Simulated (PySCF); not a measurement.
## SnSBr₂: from structure and modes to constants

Computed with PBE0 in PySCF with Sn def2-SVP with ECP28, S def2-SVP, Br def2-SVP; scalar-relativistic core potentials, no spin–orbit coupling; density-fitted integrals.

The singlet minimum has C2v symmetry. Masses (u): Sn 119.90220, S 31.97207, Br 78.91834.

```xyz
4
charge 0 multiplicity 1, angstrom
Sn    0.0000    0.0000    0.5519
S     0.0000    0.0000    2.7640
Br    1.9424    0.0000   -0.9791
Br   -1.9424    0.0000   -0.9791
```

Harmonic wavenumbers (cm⁻¹): 81.0 (a1, ×1), 89.6 (b1, ×1), 94.2 (b2, ×1), 245.1 (a1, ×1), 270.6 (b2, ×1), 489.4 (a1, ×1).

Problem. Find the principal moments of inertia and the rotational constants. What kind of rotor is it?

Solution. About the centre of mass I = 432.09, 595.53, 1027.6 u Å². With B = 16.8576/I this gives 0.03901, 0.02831, 0.0164 cm⁻¹. The molecule is an asymmetric top with κ = 0.05.

Problem. What is the harmonic zero-point energy?

Solution. Half the sum of all 6 wavenumbers, 1270/2 = 635 cm⁻¹, which is 7.6 kJ/mol (1 cm⁻¹ = 0.0119627 kJ/mol).

Problem. Find the vibrational entropy and heat capacity at 298.15 K.

Solution. With u = 1.43878 ω/T, each mode gives S = R[u/(eᵘ−1) − ln(1−e⁻ᵘ)] and C = R u² eᵘ/(eᵘ−1)².
```
ω (cm⁻¹)      u  S (J/(mol K))  C (J/(mol K))
    81.0  0.391          16.18           8.21
    89.6  0.432          15.35           8.19
    94.2  0.454          14.94           8.17
   245.1  1.183           7.39           7.41
   270.6  1.306           6.66           7.23
   489.4  2.362           2.87           5.33
```
The sums over all modes are S = 63.4 and C = 44.5 J/(mol K); the softest mode gives 26 % of the entropy.

Problem. Give the standard entropy (298.15 K, 1 bar) by its translational, rotational, vibrational and spin parts, and Cp.

Solution. Sackur–Tetrode with M = 309.71 u gives 180.4; rotation with symmetry number 2 gives 123.4; vibration 63.4; spin R ln 1 = 0.0. The total is 367.2 J/(mol K), and Cp = 4 R + 44.5 = 77.8 J/(mol K).

This need not be the most stable arrangement of these atoms.
